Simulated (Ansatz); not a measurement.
## Nudged elastic band run: CH9BOSi2

Input file:

```yaml
crystal:
  periodic: [false, false, false]
  atoms:
    - { symbol: O, position_ang: [-1.269323, 0.071733, 1.641179] }
    - { symbol: B, position_ang: [-0.475369, -0.415194, 0.625879] }
    - { symbol: Si, position_ang: [1.050096, -1.63993, 1.264705] }
    - { symbol: C, position_ang: [-0.732833, -0.016564, -0.87177] }
    - { symbol: Si, position_ang: [0.141627, 1.641961, -1.351695] }
    - { symbol: H, position_ang: [-2.015143, 0.638067, 1.47862] }
    - { symbol: H, position_ang: [1.846047, -1.003877, 2.360864] }
    - { symbol: H, position_ang: [1.998255, -1.989799, 0.156181] }
    - { symbol: H, position_ang: [0.49233, -2.92654, 1.793527] }
    - { symbol: H, position_ang: [-0.361136, -0.773441, -1.556217] }
    - { symbol: H, position_ang: [-1.794502, 0.118466, -1.079808] }
    - { symbol: H, position_ang: [1.595864, 1.592242, -1.020252] }
    - { symbol: H, position_ang: [-0.475042, 2.776913, -0.59927] }
    - { symbol: H, position_ang: [-0.013669, 1.896566, -2.813141] }
basis:
  gaussian: { orbitals: "6-31G" }
hamiltonian:
  xc: hf
neb:
  order_check: false
  images: 7
  f_tol: 0.2
  max_iterations: 52
  initial_path: idpp
  final_atoms:
    - { symbol: O, position_ang: [-1.012054, 0.15727459, 1.79374476] }
    - { symbol: B, position_ang: [-0.40625718, -0.38507256, 0.6814684] }
    - { symbol: Si, position_ang: [1.07440719, -1.74923286, 1.10609101] }
    - { symbol: C, position_ang: [-0.82903026, 0.04979073, -0.76820364] }
    - { symbol: Si, position_ang: [0.07632662, 1.65896078, -1.34762209] }
    - { symbol: H, position_ang: [-1.72261329, 0.78555779, 1.73254055] }
    - { symbol: H, position_ang: [2.01236493, -1.24268669, 2.15558842] }
    - { symbol: H, position_ang: [1.88681474, -2.09725619, -0.10577432] }
    - { symbol: H, position_ang: [0.46703804, -3.0229178, 1.61215455] }
    - { symbol: H, position_ang: [-0.59907568, -0.71873073, -1.50014237] }
    - { symbol: H, position_ang: [-1.89822598, 0.25309762, -0.83409054] }
    - { symbol: H, position_ang: [-0.38005546, 2.82115353, -0.52608] }
    - { symbol: H, position_ang: [-0.23661353, 1.93447468, -2.77933727] }
    - { symbol: H, position_ang: [1.55417585, 1.52619012, -1.19153545] }
```

Command:

```bash
$ ansatz run input.yaml --threads 1 --pin off --max-ram 2048MiB --backend cpu --events-out ev --progress --plain --runs-dir out
```

Output, in part (warnings, iteration lines, the closing report on the highest movable image, with atoms numbered from 0):

```
NEB end point (image 0): max|allowed force component| = 3.276e-3 eV/Å (the criterion of neb.relax_end_points is 4.000e-2)
NEB end point (image 8): max|allowed force component| = 9.701e-3 eV/Å (the criterion of neb.relax_end_points is 4.000e-2)
NEB iter   1: max|band force component| = 1.478e0 eV/Å  barrier→ = 0.1910 eV  barrier← = 0.1910 eV  Δτ_max = 0.1816 Å  (239 SCF iters)
NEB iter   2: max|band force component| = 3.054e-1 eV/Å  barrier→ = 0.0847 eV  barrier← = 0.0848 eV  CI = image 4  Δτ_max = 0.0725 Å  (168 SCF iters)
NEB iter   3: max|band force component| = 1.733e-1 eV/Å  barrier→ = 0.0520 eV  barrier← = 0.0521 eV  CI = image 4  Δτ_max = 0.0000 Å  (356 SCF iters)
Total energy: -19602.44237726 eV, -720.3764703515 hartree
Atom 0 at    -0.680923    -0.040599     1.966996 Å, force     0.003731    -0.002463    -0.009634 eV/Å
Atom 1 at    -0.307675    -0.449229     0.704647 Å, force     0.018397     0.016116     0.015963 eV/Å
Atom 2 at     1.136384    -1.914678     0.686636 Å, force    -0.002562    -0.007472     0.005962 eV/Å
Atom 3 at    -0.955250     0.185070    -0.578902 Å, force    -0.034108     0.017264    -0.005023 eV/Å
Atom 4 at    -0.044864     1.798628    -1.156098 Å, force     0.110614     0.173346    -0.062321 eV/Å
Atom 5 at    -1.352682     0.615730     2.113098 Å, force    -0.003010    -0.014511     0.003231 eV/Å
Atom 6 at     2.300861    -1.569998     1.559972 Å, force    -0.002510     0.006323     0.005122 eV/Å
Atom 7 at     1.662873    -2.174868    -0.693694 Å, force     0.001964     0.006252    -0.003652 eV/Å
Atom 8 at     0.554771    -3.201704     1.187747 Å, force     0.005741    -0.007114    -0.003011 eV/Å
Atom 9 at    -0.939669    -0.504207    -1.416582 Å, force     0.007304     0.004380    -0.007579 eV/Å
Atom 10 at    -1.995078     0.458482    -0.405594 Å, force    -0.011170     0.000733     0.007326 eV/Å
Atom 11 at     0.994629     2.236625    -0.170840 Å, force    -0.048431    -0.066604    -0.004740 eV/Å
Atom 12 at    -1.020103     2.925142    -1.295347 Å, force    -0.006974    -0.069944     0.016306 eV/Å
Atom 13 at     0.633926     1.606208    -2.473236 Å, force    -0.038986    -0.056304     0.042050 eV/Å
Dipole moment:    -0.463899     0.329448    -0.194116 e Å
```

The run converged. The threshold of 0.2 eV/Å is loose, so the images may lie well off the minimum-energy path. The order of the stationary point at the top wasn't checked. Limits of this set-up: no polarisation functions.

Final band (atoms are numbered from 1 in the order of the input):

```csv
image,path coordinate (Å),energy (eV),dihedral B2–C4–Si5–H14 (°)
0,0.00,0.000,174
1,0.60,0.007,159
2,1.19,0.026,144
3,1.79,0.045,129
4,2.39,0.052,113
5,2.98,0.043,98
6,3.58,0.024,82
7,4.18,0.007,67
8,4.78,0.000,53
```

Time of the run: 58 s on 1 thread of Intel(R) Xeon(R) Platinum 8488C (Sapphire Rapids), on a shared host, peak memory 0.16 GiB.
